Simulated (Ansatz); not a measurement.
Cartesian coordinates in Å:
```
O -0.1580 -2.8069 0.2517
C 0.6276 -1.6722 0.5158
C 0.6363 -0.7446 -0.6933
O 1.4266 0.3913 -0.5081
C 0.8653 1.3685 0.3509
C -0.5250 1.7463 -0.1169
C -1.3459 0.4816 -0.2561
O -0.6816 -0.4459 -1.0995
H -0.9250 -2.5000 -0.2452
H 1.6506 -2.0044 0.7041
H 0.2787 -1.1500 1.4166
H 1.0720 -1.2792 -1.5406
H 1.5488 2.2179 0.3185
H 0.8343 1.0059 1.3874
H -0.4615 2.2480 -1.0863
H -0.9954 2.4313 0.5941
H -2.3118 0.6716 -0.7260
H -1.5364 0.0406 0.7329
```

Charge 0, multiplicity 1.

Problem. List the PBE0/def2-TZVPP orbital energies in eV (Ansatz 0.2.0). (An estimate is asked.)

Solution. The calculation gave: Occupied: -523.17, -523.06, -522.53, -280.85, -279.73, -279.68, -279.33, -278.40, -30.49, -28.76, -28.44, -22.69, -20.32, -19.38, -18.42, -16.02, -15.06, -14.47, -14.25, -13.37, -12.83, -12.69, -12.18, -11.60, -11.49, -10.57, -9.96, -9.51, -9.19, -8.42, -8.01, -7.33. Lowest empty: 1.06, 1.59, 1.68, 2.20, 2.27, 2.70, 2.84, 3.27.
